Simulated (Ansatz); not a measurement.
Abridged output of a molecular run in Ansatz:

```
Functional definition: HF
2254 factors; integrals over basis functions are off by at most 1.5e-3 eV
mean field evaluation 1: about -19330.4920 eV, gradient 4.4e1 eV
mean field evaluation 2: about -19330.5033 eV, gradient 4.4e1 eV
mean field evaluation 4: about -19336.3822 eV, gradient 4.4e0 eV
mean field evaluation 8: about -19336.4504 eV, gradient 1.2e-4 eV
mean field -19336.45039838 eV, -710.6014454237 hartree, gradient 1.5e-6 eV, S^2 0.000000; 0 other end points of the search recorded, 0 dependent functions left out
13 core orbitals not correlated: weight in the atoms' cores, before any rotation towards them, 1.000 or more for the frozen orbitals, at most 0.000 for the correlated occupied ones
reference -19336.45039838 eV, -710.6014454237 hartree; 28, 28 occupied and 179, 179 virtual orbitals, 2254 factors
second order -35.60475289 eV of doubles, -0.00000000 eV of singles
cycle   1  -37.58068127 eV  change    -2.0e0 eV  update   1.2e-1
cycle   2  -38.56438013 eV  change   -9.8e-1 eV  update   3.5e-2
cycle   3  -38.71414478 eV  change   -1.5e-1 eV  update   1.3e-2
cycle   4  -38.71799309 eV  change   -3.8e-3 eV  update   3.1e-3
cycle   5  -38.71992666 eV  change   -1.9e-3 eV  update   9.7e-4
cycle   6  -38.72018261 eV  change   -2.6e-4 eV  update   2.7e-4
cycle   7  -38.72014742 eV  change    3.5e-5 eV  update   9.4e-5
cycle   8  -38.72017152 eV  change   -2.4e-5 eV  update   3.5e-5
perturbative correction -1.25532401 eV, -0.0461323064 hartree
Total energy: -19376.42589391 eV, -712.0705177879 hartree
```

Its atoms:

```xyz
27

C     2.0221    0.3672    2.0349
C     1.2776   -0.2045    0.8296
C     2.2670   -0.4089   -0.3116
C     0.6267   -1.5212    1.2219
S     0.0718    1.1331    0.4533
C    -1.2549    0.5624   -0.6864
C    -0.7347   -0.1843   -1.9043
C    -1.8796    1.8824   -1.1349
C    -2.3094   -0.2611    0.0436
H     2.8315   -0.3126    2.3176
H     2.4629    1.3397    1.8028
H     1.3543    0.4887    2.8896
H     2.7412    0.5355   -0.5840
H     3.0493   -1.1101   -0.0006
H     1.7892   -0.8175   -1.2012
H     1.3976   -2.2126    1.5782
H    -0.1012   -1.3793    2.0225
H     0.1271   -1.9997    0.3785
H    -0.3274   -1.1620   -1.6434
H     0.0384    0.3886   -2.4189
H    -1.5601   -0.3521   -2.6042
H    -2.7451    1.6766   -1.7718
H    -2.2216    2.4693   -0.2789
H    -1.1660    2.4845   -1.7002
H    -3.1491   -0.4657   -0.6298
H    -1.9181   -1.2180    0.3869
H    -2.6894    0.2815    0.9109
```

Which basis set was used?
A. def2-QZVPP
B. def2-SVP
C. def2-SVPD
D. def2-TZVPP

B. It gives 220 functions.

Write the keys of the input that set method, charge and spin (a neutral closed shell needs none for the last two).


```yaml
correlation: {method: ccsd_t}
```
